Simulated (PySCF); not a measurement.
CH9ClOSi3.

```xyz
15

C     -3.4280     1.1703     0.2868
Si    -1.9990     0.2649    -0.5168
O     -0.8138     0.0143     0.6651
Si     0.8156    -0.3232     0.7381
Si     2.0946     1.4007    -0.2225
Cl     1.2403    -2.0417    -0.3844
H     -3.8476     0.5771     1.1239
H     -4.2367     1.3472    -0.4518
H     -3.1006     2.1515     0.6851
H     -2.4375    -1.0662    -1.0611
H     -1.4051     1.0807    -1.6369
H      1.1440    -0.6240     2.1695
H      3.5581     1.0701    -0.1087
H      1.7290     1.5294    -1.6760
H      1.8324     2.7141     0.4667
```
Charge 0, spin multiplicity 1.

Geometry: PBE-D3(BJ)/def2-SVP. The structure was generated by enumeration; whether it is a known compound was not checked. The values are those of a single conformer.

Level of theory: PBE0/pcSseg-1 in PySCF. Non-relativistic, no solvent.

Computed absolute GIAO shielding of each atom: isotropic value and principal components (ppm):
| atom | σ(iso) | σ11 | σ22 | σ33 | span |
|---|---|---|---|---|---|
| C1 | 183.9 | 171.6 | 186.9 | 193.4 | 21.8 |
| Si2 | 362.1 | 305.6 | 365.7 | 415.1 | 109.5 |
| O3 | 260.5 | 189.5 | 251.9 | 340.2 | 150.7 |
| Si4 | 341.4 | 311.4 | 341.9 | 371.0 | 59.6 |
| Si5 | 456.7 | 444.6 | 457.4 | 468.1 | 23.4 |
| Cl6 | 866.4 | 678.8 | 929.0 | 991.4 | 312.6 |
| H7 | 30.3 | 26.2 | 28.2 | 36.6 | 10.5 |
| H8 | 31.0 | 27.1 | 27.4 | 38.6 | 11.5 |
| H9 | 30.4 | 26.1 | 28.7 | 36.5 | 10.4 |
| H10 | 26.0 | 21.8 | 25.9 | 30.3 | 8.5 |
| H11 | 26.0 | 22.0 | 26.5 | 29.6 | 7.6 |
| H12 | 25.2 | 22.0 | 23.1 | 30.5 | 8.4 |
| H13 | 27.7 | 24.3 | 25.9 | 32.9 | 8.6 |
| H14 | 27.4 | 24.4 | 26.2 | 31.5 | 7.1 |
| H15 | 27.6 | 24.3 | 25.7 | 32.8 | 8.5 |
